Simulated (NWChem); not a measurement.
# Relativistic effects in ClTl

```
Tl
Cl 1 2.5195
```
Charge 0, spin multiplicity 1.

Program: NWChem. All single points use one geometry, from PBE0/def2-SVP with def2 effective core potentials on Tl, a minimum by its harmonic frequencies.

Functional PBE0, all-electron basis x2c-SVPall-2c, contracted for the X2C Hamiltonian and used here with ZORA. The ion keeps the geometry and has multiplicity 2 in the scalar run; the spin-orbit run starts from the same electron counts.

Costs are rough ratios of processor time within this set of runs, SCF included, with scalar ZORA as 1.

The structure started from a generated list of species. The stability of the SCF solutions was not checked.

```tsv
Hamiltonian	ΔSCF ionisation energy (eV)	HOMO (eV)	LUMO (eV)	gap (eV)	relative cost
scalar ZORA	9.63	-7.30	-1.68	5.62	1
spin-orbit ZORA	…	…	…	…	under 3
```

Some entries are withheld; supply them.


- spin-orbit ZORA, ΔSCF ionisation energy (eV): 9.71
- spin-orbit ZORA, HOMO (eV): -7.38
- spin-orbit ZORA, LUMO (eV): -2.15
- spin-orbit ZORA, gap (eV): 5.23
